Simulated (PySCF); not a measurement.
H4B (SMILES [BH4-]), charge -1, singlet, at a GFN2-xTB geometry; CCSD(T)/def2-SVP (PySCF).

Here is a job for PySCF.
```python
from pyscf import gto, scf, cc

mol = gto.Mole()
mol.atom = '''
    B     0.00000000    0.00000000    0.00000000
    H    -0.78935573   -0.82329958   -0.45703408
    H     0.16226976   -0.21027872    1.19968171
    H    -0.45033333    1.13195784   -0.16017538
    H     1.07741931   -0.09837954   -0.58247225
'''
mol.basis = 'def2-svp'
mol.charge = -1
mol.verbose = 4
mol.build()

mf = scf.RHF(mol)
mf.kernel()

mycc = cc.CCSD(mf, frozen=1)
mycc.kernel()
et = mycc.ccsd_t()
print('E(CCSD(T)) = %.10f' % (mycc.e_tot + et))
```

What the program printed (banner, timings and long lists left out):

```
PySCF version 2.14.0

[INPUT] verbose = 4
[INPUT] num. atoms = 5
[INPUT] num. electrons = 10
[INPUT] charge = -1
[INPUT] spin (= nelec alpha-beta = 2S) = 0
[INPUT] symmetry False subgroup None
[INPUT] Mole.unit = angstrom
[INPUT] Symbol           X                Y                Z      unit          X                Y                Z       unit  Magmom
[INPUT]  1 B      0.000000000000   0.000000000000   0.000000000000 AA    0.000000000000   0.000000000000   0.000000000000 Bohr   0.0
[INPUT]  2 H     -0.789355730000  -0.823299580000  -0.457034080000 AA   -1.491666144556  -1.555810724669  -0.863669240793 Bohr   0.0
[INPUT]  3 H      0.162269760000  -0.210278720000   1.199681710000 AA    0.306645404699  -0.397369190624   2.267069868550 Bohr   0.0
[INPUT]  4 H     -0.450333330000   1.131957840000  -0.160175380000 AA   -0.851006658463   2.139090302154  -0.302687600098 Bohr   0.0
[INPUT]  5 H      1.077419310000  -0.098379540000  -0.582472250000 AA    2.036027417218  -0.185910386861  -1.100713027659 Bohr   0.0

nuclear repulsion = 10.1957588059348
number of shells = 18
number of NR pGTOs = 52
number of NR cGTOs = 34
basis = def2-svp
ecp = {}

******** <class 'pyscf.scf.hf.RHF'> ********
method = RHF
initial guess = minao
damping factor = 0
level_shift factor = 0
DIIS = <class 'pyscf.scf.diis.CDIIS'>
diis_start_cycle = 1
diis_space = 8
diis_damp = 0
SCF conv_tol = 1e-09
SCF conv_tol_grad = None
SCF max_cycles = 50
direct_scf = True
direct_scf_tol = 1e-13
Set gradient conv threshold to 3.16228e-05
Initial guess from minao.
init E= -26.6327526962516
  HOMO = -0.360163636088255  LUMO = 0.210712201946629  gap/eV = 15.53432
cycle= 1 E= -26.9304045082368  delta_E= -0.298  |g|= 0.231  |ddm|= 1.57
  HOMO = -0.142544111468907  LUMO = 0.49671917974251  gap/eV = 17.39524
cycle= 2 E= -26.9522904490743  delta_E= -0.0219  |g|= 0.0622  |ddm|= 0.432
  HOMO = -0.183987845551384  LUMO = 0.479796276720657  gap/eV = 18.06249
cycle= 3 E= -26.9537235507387  delta_E= -0.00143  |g|= 0.0137  |ddm|= 0.0927
  HOMO = -0.181784424926539  LUMO = 0.48134454202791  gap/eV = 18.04466
cycle= 4 E= -26.9538208219083  delta_E= -9.73e-05  |g|= 0.00117  |ddm|= 0.0382
  HOMO = -0.181581801729536  LUMO = 0.481516395371798  gap/eV = 18.04382
cycle= 5 E= -26.9538218536038  delta_E= -1.03e-06  |g|= 0.000117  |ddm|= 0.00444
  HOMO = -0.181594794124659  LUMO = 0.481525386524139  gap/eV = 18.04442
cycle= 6 E= -26.953821865419  delta_E= -1.18e-08  |g|= 2.33e-05  |ddm|= 0.000501
  HOMO = -0.181595317004803  LUMO = 0.481524962835584  gap/eV = 18.04442
cycle= 7 E= -26.9538218659599  delta_E= -5.41e-10  |g|= 1.84e-06  |ddm|= 0.000141
  HOMO = -0.181595635717606  LUMO = 0.481525166536767  gap/eV = 18.04444
Extra cycle  E= -26.9538218659624  delta_E= -2.47e-12  |g|= 6.03e-07  |ddm|= 1.16e-05
converged SCF energy = -26.9538218659624

******** <class 'pyscf.cc.ccsd.CCSD'> ********
CC2 = 0
CCSD nocc = 4, nmo = 33
frozen orbitals 1
max_cycle = 50
direct = 0
conv_tol = 1e-07
conv_tol_normt = 1e-05
diis_space = 6
diis_start_cycle = 0
diis_start_energy_diff = 1e+09
Init t2, MP2 energy = -27.0871108920917  E_corr(MP2) -0.13328902612927
Init E_corr(CCSD) = -0.133289026129505
cycle = 1  E_corr(CCSD) = -0.153775216813344  dE = -0.0204861907  norm(t1,t2) = 0.0357577
cycle = 2  E_corr(CCSD) = -0.158434215406216  dE = -0.00465899859  norm(t1,t2) = 0.0106631
cycle = 3  E_corr(CCSD) = -0.160308475246226  dE = -0.00187425984  norm(t1,t2) = 0.00401773
cycle = 4  E_corr(CCSD) = -0.160294188475098  dE = 1.42867711e-05  norm(t1,t2) = 0.000645381
cycle = 5  E_corr(CCSD) = -0.160277000698003  dE = 1.71877771e-05  norm(t1,t2) = 0.00015842
cycle = 6  E_corr(CCSD) = -0.160280472879923  dE = -3.47218192e-06  norm(t1,t2) = 3.81338e-05
cycle = 7  E_corr(CCSD) = -0.16028033547106  dE = 1.37408863e-07  norm(t1,t2) = 6.02958e-06
cycle = 8  E_corr(CCSD) = -0.16028035263127  dE = -1.71602105e-08  norm(t1,t2) = 8.69628e-07
CCSD converged
E(CCSD) = -27.11410221859368  E_corr = -0.1602803526312702
CCSD(T) correction = -0.00299445422484897
E(CCSD(T)) = -27.1170966728
```
